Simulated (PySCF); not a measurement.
PySCF job for Ga(Cl)3 anion (Cl3Ga), SMILES [Cl][Ga]([Cl])[Cl] (connectivity only; charge and spin as stated), charge -1, multiplicity 2, PBE0-D3(BJ)/def2-SVPD. The structure is a stationary point at PBE0-D3(BJ)/def2-SVPD. The multiplicity is an assumed one; other spin states were not compared. The isomer is the one that the SMILES or the coordinates give; other isomers of the formula were not compared.

```python
import numpy as np
from pyscf import gto, scf, dft, df
from pyscf.hessian import thermo

mol = gto.M(
    atom='''
    Ga   -0.00000000    0.00000000   -0.51305012
    Cl    1.84208662    1.06352921    0.31185399
    Cl    0.00000001   -2.12705841    0.31185399
    Cl   -1.84208662    1.06352920    0.31185400
    ''',
    basis='def2-SVPD',
    charge=-1,
    spin=1,
    max_memory=1600,
    verbose=3,
)
mf = dft.UKS(mol, xc='pbe0').density_fit(auxbasis='def2-universal-jkfit')
mf.disp = 'd3bj'
mf.grids.level = 3
mf.conv_tol = 1e-11
mf.max_cycle = 100
mf.kernel()
fine, coarse = mf.grids, dft.Grids(mol).set(level=1).build(with_non0tab=True)
for _ in range(3):  # follow internal instabilities
    mf.grids = coarse
    mo, _, stable, _ = mf.stability(return_status=True, nroots=4)
    mf.grids = fine
    if stable:
        break
    mf.kernel(mf.make_rdm1(mo, mf.mo_occ))

# [left out here: the lines that compute and print the analytic Hessian (its translational invariance restored by hand, since the grid's response is missing), thermochemistry and intensities]
```

Program output:

```

WARN: HOMO -0.177399472289181 >= LUMO -0.177399472289176

converged SCF energy = -3304.33831221267  <S^2> = 0.75214156  2S+1 = 2.0021404
<class 'pyscf.df.df_jk.DFUKS'> wavefunction is stable in the internal stability analysis

WARN: DFTD3 does not support analytical Hessian, using finite difference


WARN: Mole.unit (angstrom) is changed to Bohr

Mode                                 0                   1                   2
Irrep
Freq [cm^-1]                      100.8328            100.8432            132.4789
Reduced mass [au]                  37.7794             37.7792             43.6275
Force const [Dyne/A]                0.2263              0.2264              0.4511
Char temp [K]                     145.0759            145.0910            190.6077
Normal mode                   x     y     z       x     y     z       x     y     z
       0  Ga                 0.00 -0.04 -0.00    0.04  0.00  0.00    0.00  0.00 -0.07
       1  Cl                -0.07  0.07  0.01    0.01  0.07 -0.02   -0.05 -0.03  0.05
       2  Cl                -0.00 -0.06 -0.02   -0.11  0.00  0.00   -0.00  0.06  0.05
       3  Cl                 0.07  0.07  0.01    0.01 -0.07  0.02    0.05 -0.03  0.05
Mode                                 3                   4                   5
Irrep
Freq [cm^-1]                      302.1775            321.0090            321.0153
Reduced mass [au]                  39.8077             44.5154             44.5158
Force const [Dyne/A]                2.1416              2.7027              2.7028
Char temp [K]                     434.7662            461.8605            461.8696
Normal mode                   x     y     z       x     y     z       x     y     z
       0  Ga                 0.00 -0.00  0.06    0.01 -0.08 -0.00   -0.08 -0.01  0.00
       1  Cl                -0.07 -0.04 -0.04    0.03  0.02  0.02    0.08  0.04  0.04
       2  Cl                -0.00  0.08 -0.04   -0.00  0.10 -0.04    0.00  0.01 -0.00
       3  Cl                 0.07 -0.04 -0.04   -0.05  0.03  0.02    0.07 -0.04 -0.03
temperature 298.1500 [K]
pressure 101325.00 [Pa]
Rotational constants [GHz] 1.87705 1.87705 1.05032
Symmetry number 3
Zero-point energy (ZPE) 0.00291 [Eh]   7646.272 [J/mol]
                           tot       elec      trans        rot        vib
Entropy [J/mol/K]       348.328      5.763    173.236    111.588     57.741
Cv [J/mol/K]             69.938      0.000     12.472     12.472     44.995
Cp [J/mol/K]             78.252      0.000     20.786     12.472     44.995
Internal energy [J/mol]                      3718.434   3718.434  16433.446
Internal energy [Eh]   -3304.32922  -3304.33831
Enthalpy [J/mol]                             6197.391   3718.434  16433.446
Enthalpy [Eh]          -3304.32828
Gibbs free energy [J/mol]                  -45452.823 -29551.551   -782.165
Gibbs free energy [Eh] -3304.36783
mode   freq/cm-1   IR/(km/mol)
   1      100.83         1.353
   2      100.84         1.351
   3      132.48         5.127
   4      302.18        23.566
   5      321.01       112.195
   6      321.02       112.190
max |gradient| / (hartree/bohr): 4.6054618620319667e-05
APT charges: [ 1.249  -0.7496 -0.7496 -0.7496]
```

Self-consistency was reached.

Cost: about 3 core-minutes (a rough figure).
